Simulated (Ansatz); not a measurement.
`C[O][W](=[NH])(=[NH])[Cl]` at its PBE0-D4/def2-TZVP geometry, where that method's forces vanish. Charge 0, multiplicity 1. W: def2 effective core potential.

```xyz
11

C    -0.9177    0.3038    1.7698
O    -0.0436   -0.4714    0.9904
W     0.8124   -0.3043   -0.6621
N     0.3458    1.2358   -1.3431
N     0.3066   -1.6196   -1.6905
Cl    3.0995   -0.3524   -0.4795
H    -1.9217   -0.1278    1.7330
H    -0.5671    0.2917    2.8047
H    -0.9534    1.3372    1.4133
H    -0.0531    1.8132   -2.0676
H    -0.1076   -2.1062   -2.4683
```

Task: What forces (eV/Å) does ωB97M-V/def2-TZVPP give on these atoms in Ansatz 0.2.0? (Estimate.)

Result: Ansatz gave: 
```
C1  -0.246  0.203  0.272
O2   0.210 -0.172 -0.174
W3  -0.327  0.029 -0.297
N4   0.060 -0.157  0.069
N5   0.075  0.133  0.121
Cl6  0.142 -0.005  0.030
H7   0.095  0.046  0.003
H8  -0.044  0.012 -0.098
H9   0.005 -0.090  0.022
H10  0.015 -0.028  0.027
H11  0.015  0.028  0.025
```
